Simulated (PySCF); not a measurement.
PySCF input for C4H8BN, SMILES N1B(C(=C)C1)C, TDDFT-PBE/def2-SVPD. Geometry optimised at B3LYP-D3(BJ)/def2-SVP. The structure was generated by enumeration, and PubChem lists no compound with its InChIKey, so it may never have been made.

```python
import numpy as np
from pyscf import gto, scf, dft, tdscf

mol = gto.M(
    atom='''
    C    -1.41218849    1.61924409    0.00000000
    C    -0.37352689    0.78249042   -0.00000000
    C     1.13896157    1.05107168   -0.00000001
    N     1.36789840   -0.40401157    0.00000000
    B     0.00142931   -0.76228545    0.00000000
    C    -0.73872623   -2.14176703   -0.00000000
    H    -2.44079498    1.24346942   -0.00000000
    H    -1.28981837    2.70927529   -0.00000000
    H     1.52129508    1.57077050   -0.89847783
    H     1.52129508    1.57077050    0.89847784
    H     2.26955736   -0.86535930    0.00000001
    H    -1.39747102   -2.22450218   -0.88217749
    H    -0.05614726   -3.00664880    0.00000000
    H    -1.39747103   -2.22450218    0.88217748
    ''',
    basis='def2-SVPD',
    charge=0,
    spin=0,
    symmetry=True,
    max_memory=1600,
    verbose=4,
)
mf = dft.RKS(mol, xc='pbe').density_fit(auxbasis='def2-universal-jkfit')
mf.grids.level = 3
mf.conv_tol = 1e-9
mf.max_cycle = 100
mf.kernel()
mf.grids = dft.Grids(mol).set(level=1).build(with_non0tab=True)  # coarser grid for the response kernel
td = tdscf.TDDFT(mf)
td.singlet = True
td.nstates = 10
td.conv_tol = 1e-4
td.positive_eig_threshold = 1e-6
td.kernel(x0=td.get_init_guess(mf, 15))
td.analyze()
tt = tdscf.TDA(mf)
tt.singlet = False
tt.nstates = 4
tt.conv_tol = 1e-4
tt.positive_eig_threshold = 1e-6
tt.kernel(x0=tt.get_init_guess(mf, 9))
tt.analyze(verbose=3)
```

It prints:

```
PySCF version 2.14.0

[INPUT] verbose = 4
[INPUT] num. atoms = 14
[INPUT] num. electrons = 44
[INPUT] charge = 0
[INPUT] spin (= nelec alpha-beta = 2S) = 0
[INPUT] symmetry True subgroup None
[INPUT] Mole.unit = angstrom
[INPUT] Symbol           X                Y                Z      unit          X                Y                Z       unit  Magmom
[INPUT]  1 C     -1.412188490000   1.619244090000   0.000000000000 AA   -2.668649482363   3.059927858921   0.000000000000 Bohr   0.0
[INPUT]  2 C     -0.373526890000   0.782490420000   0.000000000000 AA   -0.705863522261   1.478692588896   0.000000000000 Bohr   0.0
[INPUT]  3 C      1.138961570000   1.051071680000  -0.000000010000 AA    2.152325433705   1.986237612486  -0.000000018897 Bohr   0.0
[INPUT]  4 N      1.367898400000  -0.404011570000   0.000000000000 AA    2.584953342231  -0.763471218456   0.000000000000 Bohr   0.0
[INPUT]  5 B      0.001429310000  -0.762285450000   0.000000000000 AA    0.002701004447  -1.440510729241   0.000000000000 Bohr   0.0
[INPUT]  6 C     -0.738726230000  -2.141767030000   0.000000000000 AA   -1.395990255732  -4.047353109323   0.000000000000 Bohr   0.0
[INPUT]  7 H     -2.440794980000   1.243469420000   0.000000000000 AA   -4.612434038413   2.349816648072   0.000000000000 Bohr   0.0
[INPUT]  8 H     -1.289818370000   2.709275290000   0.000000000000 AA   -2.437403469733   5.119788294152   0.000000000000 Bohr   0.0
[INPUT]  9 H      1.521295080000   1.570770500000  -0.898477830000 AA    2.874831055848   2.968326049546  -1.697877027694 Bohr   0.0
[INPUT] 10 H      1.521295080000   1.570770500000   0.898477840000 AA    2.874831055848   2.968326049546   1.697877046591 Bohr   0.0
[INPUT] 11 H      2.269557360000  -0.865359300000   0.000000010000 AA    4.288841834391  -1.635292076345   0.000000018897 Bohr   0.0
[INPUT] 12 H     -1.397471020000  -2.224502180000  -0.882177490000 AA   -2.640837494817  -4.203699883698  -1.667073849356 Bohr   0.0
[INPUT] 13 H     -0.056147260000  -3.006648800000   0.000000000000 AA   -0.106102944045  -5.681742784752   0.000000000000 Bohr   0.0
[INPUT] 14 H     -1.397471030000  -2.224502180000   0.882177480000 AA   -2.640837513714  -4.203699883698   1.667073830459 Bohr   0.0

nuclear repulsion = 206.354366853675
point group symmetry = Cs
symmetry origin: [-1.28844949e-09 -1.28844967e-09 -2.14741605e-09]
symmetry axis x: [ 1.00000000e+00  3.81219246e-09 -4.58757081e-10]
symmetry axis y: [ 3.81219246e-09 -1.00000000e+00  3.83954339e-10]
symmetry axis z: [4.58757079e-10 3.83954356e-10 1.00000000e+00]
num. orbitals of irrep A' = 124
num. orbitals of irrep A" = 60
number of shells = 80
number of NR pGTOs = 260
number of NR cGTOs = 184
basis = def2-SVPD
ecp = {}


******** <class 'pyscf.df.df_jk.DFSymAdaptedRKS'> ********
method = DFSymAdaptedRKS
initial guess = minao
damping factor = 0
level_shift factor = 0
DIIS = <class 'pyscf.scf.diis.CDIIS'>
diis_start_cycle = 1
diis_space = 8
diis_damp = 0
SCF conv_tol = 1e-09
SCF conv_tol_grad = None
SCF max_cycles = 100
direct_scf = False
XC library pyscf.dft.libxc version 7.1.2
    S. Lehtola, C. Steigemann, M. J. T. Oliveira, and M. A. L. Marques,  SoftwareX 7, 1–5 (2018)
XC functionals = pbe
    J. P. Perdew, K. Burke, and M. Ernzerhof,  Phys. Rev. Lett. 77, 3865 (1996)
    J. P. Perdew, K. Burke, and M. Ernzerhof,  Phys. Rev. Lett. 78, 1396 (1997)
    J. P. Perdew, K. Burke, and M. Ernzerhof,  Phys. Rev. Lett. 77, 3865 (1996)
    J. P. Perdew, K. Burke, and M. Ernzerhof,  Phys. Rev. Lett. 78, 1396 (1997)
radial grids:
    Treutler-Ahlrichs [JCP 102, 346 (1995); DOI:10.1063/1.469408] (M4) radial grids

becke partition: Becke, JCP 88, 2547 (1988); DOI:10.1063/1.454033
pruning grids: <function nwchem_prune>
grids dens level: 3
symmetrized grids: True
atomic radii adjust function: <function treutler_atomic_radii_adjust>
small_rho_cutoff = 0
Freeze 0 electrons in irreps []
    44 free electrons in irreps A' A"
Set gradient conv threshold to 3.16228e-05
Initial guess from minao.
tot grids = 162888
init E= -236.700578239484
HOMO (A") = -0.308230172473591  LUMO (A") = -0.135034423102976  gap/eV = 4.71290
cycle= 1 E= -236.262490097164  delta_E= 0.438  |g|= 0.583  |ddm|= 6.26
HOMO (A') = -0.134390718878937  LUMO (A') = 0.0171025484096994  gap/eV = 4.12234
cycle= 2 E= -236.120642086802  delta_E= 0.142  |g|= 0.918  |ddm|=  2.2
HOMO (A") = -0.229024318430576  LUMO (A") = -0.0570679994791897  gap/eV = 4.67917
cycle= 3 E= -236.353271187724  delta_E= -0.233  |g|= 0.171  |ddm|= 1.49
HOMO (A") = -0.226634366034937  LUMO (A") = -0.0573102623919071  gap/eV = 4.60754
cycle= 4 E= -236.360389700712  delta_E= -0.00712  |g|= 0.063  |ddm|= 0.307
HOMO (A") = -0.226025053678929  LUMO (A") = -0.055049579936353  gap/eV = 4.65248
cycle= 5 E= -236.361475386553  delta_E= -0.00109  |g|= 0.0122  |ddm|= 0.0931
HOMO (A") = -0.226190359206917  LUMO (A") = -0.0556534786412026  gap/eV = 4.64054
cycle= 6 E= -236.361508768609  delta_E= -3.34e-05  |g|= 0.00558  |ddm|= 0.0301
HOMO (A") = -0.226297065850223  LUMO (A") = -0.0555555005635182  gap/eV = 4.64611
cycle= 7 E= -236.361515859001  delta_E= -7.09e-06  |g|= 0.00179  |ddm|= 0.00916
HOMO (A") = -0.226230958520824  LUMO (A") = -0.0555477803848031  gap/eV = 4.64453
cycle= 8 E= -236.361516602759  delta_E= -7.44e-07  |g|= 0.00033  |ddm|= 0.0024
HOMO (A") = -0.226253881955676  LUMO (A") = -0.0555571392207741  gap/eV = 4.64489
cycle= 9 E= -236.361516625053  delta_E= -2.23e-08  |g|= 8.55e-05  |ddm|= 0.000762
HOMO (A") = -0.226257470895944  LUMO (A") = -0.0555638777281773  gap/eV = 4.64481
cycle= 10 E= -236.361516626881  delta_E= -1.83e-09  |g|= 2.48e-05  |ddm|= 0.000193
HOMO (A") = -0.226257915937268  LUMO (A") = -0.0555636921368638  gap/eV = 4.64483
cycle= 11 E= -236.361516627039  delta_E= -1.58e-10  |g|= 9.47e-06  |ddm|= 6.69e-05
HOMO (A") = -0.226256319879119  LUMO (A") = -0.0555622110963818  gap/eV = 4.64482
Extra cycle  E= -236.361516627021  delta_E= 1.88e-11  |g|= 1.26e-05  |ddm|= 3.76e-05
converged SCF energy = -236.361516627021
tot grids = 50800
Overwritten attributes  positive_eig_threshold  of <class 'pyscf.tdscf.rks.CasidaTDDFT'>


******** <class 'pyscf.tdscf.rks.CasidaTDDFT'> for <class 'pyscf.df.df_jk.DFSymAdaptedRKS'> ********
nstates = 10 singlet
deg_eia_thresh = 1.000e-03
wfnsym = None
conv_tol = 0.0001
eigh lindep = 1e-12
eigh level_shift = 0
eigh max_cycle = 100


Excitation energies (eV)
[5.24457007 5.38720198 6.06910045 6.08523179 6.42045221 6.5475316
 6.74225891 6.81703038 6.8752061  7.05600758]

** Singlet excitation energies and oscillator strengths **
Excited State   1:   A"      5.24457 eV    236.40 nm  f=0.0001
      20 -> 23        0.70506
Excited State   2:   A'      5.38720 eV    230.15 nm  f=0.0337
      21 -> 23       -0.54046
      22 -> 23       -0.43347
Excited State   3:   A'      6.06910 eV    204.29 nm  f=0.2683
      21 -> 23        0.40805
      21 -> 27       -0.10814
      22 -> 23       -0.52669
      22 -> 27        0.16654
Excited State   4:   A"      6.08523 eV    203.75 nm  f=0.0000
      22 -> 24        0.70669
Excited State   5:   A"      6.42045 eV    193.11 nm  f=0.0024
      21 -> 24        0.70552
Excited State   6:   A'      6.54753 eV    189.36 nm  f=0.0147
      20 -> 24       -0.70424
Excited State   7:   A"      6.74226 eV    183.89 nm  f=0.0193
      22 -> 25        0.68456
      22 -> 26        0.16147
Excited State   8:   A"      6.81703 eV    181.87 nm  f=0.0108
      22 -> 25        0.15393
      22 -> 26       -0.68458
Excited State   9:   A"      6.87521 eV    180.34 nm  f=0.0041
      19 -> 23        0.69503
Excited State  10:   A"      7.05601 eV    175.71 nm  f=0.0023
      21 -> 25        0.70338

** Transition electric dipole moments (AU) **
state          X           Y           Z        Dip. S.      Osc.
  1         0.0000     -0.0000     -0.0235      0.0006      0.0001
  2         0.4942     -0.1050      0.0000      0.2553      0.0337
  3         0.9295     -0.9698     -0.0000      1.8045      0.2683
  4         0.0000     -0.0000      0.0005      0.0000      0.0000
  5        -0.0000     -0.0000     -0.1226      0.0150      0.0024
  6         0.2764     -0.1230      0.0000      0.0916      0.0147
  7         0.0000     -0.0000     -0.3415      0.1167      0.0193
  8        -0.0000      0.0000     -0.2546      0.0648      0.0108
  9         0.0000      0.0000     -0.1567      0.0246      0.0041
 10         0.0000     -0.0000      0.1156      0.0134      0.0023

** Transition velocity dipole moments (imaginary part, AU) **
state          X           Y           Z        Dip. S.      Osc.
  1        -0.0000     -0.0000     -0.0015      0.0000      0.0000
  2         0.0957     -0.0194      0.0000      0.0095      0.0321
  3         0.2055     -0.2142     -0.0000      0.0881      0.2633
  4        -0.0000      0.0000      0.0017      0.0000      0.0000
  5         0.0000      0.0000     -0.0425      0.0018      0.0051
  6         0.0673     -0.0304      0.0000      0.0054      0.0151
  7        -0.0000      0.0000     -0.0998      0.0100      0.0268
  8         0.0000     -0.0000     -0.0718      0.0052      0.0137
  9         0.0000      0.0000     -0.0438      0.0019      0.0051
 10        -0.0000      0.0000      0.0368      0.0014      0.0035

** Transition magnetic dipole moments (imaginary part, AU) **
state          X           Y           Z
  1         0.1548     -0.3786     -0.0000
  2        -0.0000     -0.0000     -0.4458
  3         0.0000     -0.0000      0.0098
  4        -0.3533     -0.5005     -0.0000
  5        -0.1162      0.0606     -0.0000
  6        -0.0000     -0.0000      0.3283
  7         0.1600      0.0574     -0.0000
  8         0.4443      0.0975      0.0000
  9        -0.6149      0.5678      0.0000
 10        -0.4147     -0.3415     -0.0000
Overwritten attributes  positive_eig_threshold  of <class 'pyscf.tdscf.rks.TDA'>


******** <class 'pyscf.tdscf.rks.TDA'> for <class 'pyscf.df.df_jk.DFSymAdaptedRKS'> ********
nstates = 4 triplet
deg_eia_thresh = 1.000e-03
wfnsym = None
conv_tol = 0.0001
eigh lindep = 1e-12
eigh level_shift = 0
eigh max_cycle = 100


Excitation energies (eV)
[3.90698615 4.50272921 4.78788208 6.00212996]

** Triplet excitation energies and oscillator strengths **
Excited State   1:   A'      3.90699 eV    317.34 nm  f=0.0000
Excited State   2:   A'      4.50273 eV    275.35 nm  f=0.0000
Excited State   3:   A"      4.78788 eV    258.95 nm  f=0.0000
Excited State   4:   A"      6.00213 eV    206.57 nm  f=0.0000
```

The run converged.
